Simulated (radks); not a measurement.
Problem. Species: the europium ion Eu4+. Configuration: [Xe] 4f5. All-electron calculation, scalar-relativistic Kohn-Sham, RPBE, spin-unpolarised, spherical densities, finite nucleus; Fermi nuclear charge, rms radius 5.1115 fm. Program: a radial shooting solver on a logarithmic mesh with Libxc functionals. Some entries of the table are withheld. Estimate them.

| orbital | occ. | eigenvalue (hartree) | r(max) (bohr) |
|---|---|---|---|
| 1s | 2 | -1779.279 | (1) |
| 2s | 2 | -293.8313 | 0.08055 |
| 2p | 6 | -261.9962 | 0.06514 |
| 3s | 2 | -66.24491 | 0.2289 |
| 3p | 6 | -56.33683 | (2) |
| 3d | 10 | -43.09174 | 0.1839 |
| 4s | 2 | -14.71991 | (3) |
| 4p | 6 | -11.44755 | 0.5494 |
| 4d | 10 | -6.88451 | 0.5709 |
| 5s | 2 | -3.27310 | 1.204 |
| 5p | 6 | -2.42587 | 1.344 |
| 4f | 5 | -1.93667 | 0.5764 |

Solution. 
(1) 1s r(max) (bohr): 0.01420
(2) 3p r(max) (bohr): 0.2245
(3) 4s r(max) (bohr): 0.5267
